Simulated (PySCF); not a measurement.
(E)-1-chloro-2-fluoroprop-1-ene (C3H4ClF), SMILES C/C(=C\Cl)F. Heavy atoms are numbered as in [CH3:1]/[C:2]([F:3])=[CH:4]\[Cl:5]. Hydrogens are named by the atom that carries them.

Geometry optimised at PBE-D3(BJ)/def2-SVP.

Method: PySCF with PBE/def2-TZVP.

ESP charges are fitted to the potential on shells at 1.4 to 2.0 van der Waals radii. Atomic charges (e), one atom of each kind:

```
atom      ESP fit  Löwdin    IAO  Mulliken
--------  -------  ------  -----  --------
C1 (CH3)    -0.50   -0.28  -0.45         …
C2           0.46   -0.37   0.28      0.17
F3          -0.20    0.20  -0.26     -0.16
C4 (CH)     -0.47   -0.47  -0.25         …
Cl5         -0.01    0.37   0.00         …
H on C1      0.16    0.14   0.17      0.14
H on C4      0.25    0.14   0.18      0.15
```

Task: Fill in the missing entries. (An estimate is asked for; the answer gives what the named calculation found.)

Result: 
- C1 (CH3), Mulliken: -0.35
- C4 (CH), Mulliken: -0.14
- Cl5, Mulliken: -0.09

Computed Mayer and Wiberg (Löwdin basis) orders of the bonds:
```tsv
bond	Mayer	Wiberg
C1–C2	1.03	1.31
C2–F3	1.07	1.70
C2–C4	1.80	1.98
C4–Cl5	1.11	1.73
```
